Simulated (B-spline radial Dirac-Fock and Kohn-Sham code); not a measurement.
# Er⁵³⁺: scattering cross sections and density moments

System: the Er⁵³⁺ ion, configuration [Ne] 3s2 3p3.

The run's input, task.json:

```json
{"items": [{
  "Z": 68,
  "q": 53,
  "cfg": [[1, 0, 2], [2, 0, 2], [2, 1, 6], [3, 0, 2], [3, 1, 3]],
  "A": 166,
  "rrms": 5.2516,
  "do": ["scatter"],
  "s": [0.0, 0.07, 0.08, 0.1, 0.13, 0.16, 0.19, 0.24, 0.29, 0.36, 0.44, 0.55, 0.67, 0.83, 1.02, 1.26, 1.55, 1.91, 2.36, 2.91, 3.58, 4.41, 5.44],
  "pz": [0, 0.1, 0.2, 0.3, 0.4, 0.5, 0.6, 0.8, 1.0, 1.2, 1.4, 1.6, 1.8, 2.0, 2.5, 3.0, 4.0, 5.0, 7.0, 10.0, 15.0, 20.0, 30.0, 40.0, 60.0, 100.0],
  "hv_scatter": [1000, 5000, 8047.8, 17479.3, 20000, 30000, 500000, 1000000]
}]}
```

Command: `python xray_run.py task.json out`

These are calculated numbers from an atomic code on a B-spline grid; the model is Dirac-Fock orbitals of the configuration average with a finite nucleus.

* Sum of ⟨r⟩: 1.678 bohr
* Sum of ⟨r²⟩: 0.2977 bohr²
* Sum of ⟨1/r⟩: 332.24 per bohr
* Langevin diamagnetic susceptibility: -0.236 × 10⁻⁶ cm³/mol
* Lamb shielding (α²/3)Σ⟨1/r⟩: 5897 ppm

Coherent scattering is the Thomson cross section weighted by f₀², without anomalous dispersion; incoherent scattering is Klein-Nishina weighted by S. The Lamb formula is the non-relativistic shielding expression. Electron correlation is left out. A dash stands where the photon energy is too low for the impulse approximation behind that column.

```csv
hν (keV),coherent (b),incoherent (b),incoherent per electron (b)
1,149.5,–,–
5,146.2,–,–
8.0478,141.0,–,–
17.4793,116.1,–,–
20,108.7,1.538,0.103
30,82.38,2.447,0.163
500,1.305,4.057,0.270
1000,0.3460,3.084,0.206
```

Incoherent scattering overtakes coherent scattering between 30 and 500 keV.
